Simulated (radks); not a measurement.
P8+, configuration [He] 2s2 2p3. All-electron calculation, non-relativistic Kohn-Sham, BLYP, spin-unpolarised, spherical densities, point nucleus. Program: a radial shooting solver on a logarithmic mesh with Libxc functionals.

Normalised radial functions P(r) = r R(r), r in bohr:

r	1s	2s	2p
0.004936	0.5185	0.1536	0.0029
0.006029	0.6230	0.1844	0.0043
0.007306	0.7405	0.2191	0.0062
0.008923	0.8828	0.2611	0.0092
0.01081	1.0398	0.3072	0.0133
0.01321	1.2252	0.3614	0.0194
0.01613	1.4323	0.4216	0.0283
0.01954	1.6491	0.4837	0.0406
0.02387	1.8880	0.5508	0.0586
0.02892	2.1215	0.6140	0.0830
0.03533	2.3555	0.6729	0.1181
0.0428	2.5541	0.7154	0.1643
0.05228	2.7110	0.7344	0.2290
0.06386	2.7912	0.7147	0.3146
0.07737	2.7726	0.6456	0.4200
0.0945	2.6357	0.5077	0.5563
0.1145	2.3869	0.3028	0.7122
0.1399	2.0198	0.0128	0.8957
0.1695	1.5986	-0.3271	1.0811
0.207	1.1422	-0.7144	1.2644
0.2528	0.7284	-1.0846	1.4104
0.3063	0.4156	-1.3638	1.4853
0.3741	0.1967	-1.5137	1.4671
0.4533	0.0794	-1.4870	1.3444
0.5537	0.0243	-1.2875	1.1180
0.6709	0.0059	-0.9832	0.8416
0.8195	0.0010	-0.6354	0.5478
1.001	0.0001	-0.3416	0.3028
1.213	0.0000	-0.1538	0.1428
1.481	0.0000	-0.0521	0.0518

1s: eigenvalue -2344.1 eV, 0 radial nodes, <r> = 0.104 bohr, 90 % of the charge inside 0.185 bohr. 2s: eigenvalue -382.59 eV, 1 radial node at r = 0.141 bohr, <r> = 0.478 bohr, 90 % of the charge inside 0.739 bohr. 2p: eigenvalue -341.56 eV, 0 radial nodes, <r> = 0.426 bohr, 90 % of the charge inside 0.696 bohr.
